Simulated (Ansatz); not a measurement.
Molecule: C3H5O (charge 0, doublet). It need not be the lowest isomer of its formula. SMILES: C[C]1CO1
Geometry from a B3LYP-D3(BJ)/def2-TZVP (Ansatz, a first-principles code) optimisation:
```
C
O 1 1.3705
C 1 1.4456 2 62.94
H 3 1.0843 1 120.22 2 100.99
H 3 1.0873 4 115.89 2 135.00
C 1 1.4812 2 123.37 3 -126.96
H 6 1.0900 1 110.45 2 172.26
H 6 1.0912 7 108.50 1 -121.25
H 6 1.0990 7 108.47 8 -117.05
```
Charge 0, spin multiplicity 2.

Quantity: atomisation energy (electronic, to ground-state atoms), in kJ/mol. Cores are frozen in the correlated levels unless marked. Open shells are spin-unrestricted. Spin-orbit coupling is left out. No relativistic terms. The coupled-cluster limit lacks core correlation, which all-electron functionals hold. CBS(X,Y): correlation extrapolated as X^-3; Hartree-Fock from the larger set. The bracket is a focal-point correction in the basis named.

| level | program | atomisation energy (kJ/mol) |
|---|---|---|
| PBE-D4/def2-TZVPD | Ansatz + dftd4 | 3650.0 |
| B2PLYP-D3(BJ)/def2-TZVPD | Ansatz + dftd3 | ? |
| PBE-QIDH/def2-TZVPD | Ansatz | 3505.1 |
| SCS-MP2/6-31G | Ansatz | 2942.3 |
| RI-MP2/CBS(aug-cc-pVTZ,aug-cc-pVQZ)+[CCSD(T)-MP2]/aug-cc-pVTZ | Ansatz | ? |

Task: Complete the blanks.

Result: 
- B2PLYP-D3(BJ)/def2-TZVPD, atomisation energy (kJ/mol): 3490.2
- RI-MP2/CBS(aug-cc-pVTZ,aug-cc-pVQZ)+[CCSD(T)-MP2]/aug-cc-pVTZ, atomisation energy (kJ/mol): 3512.8
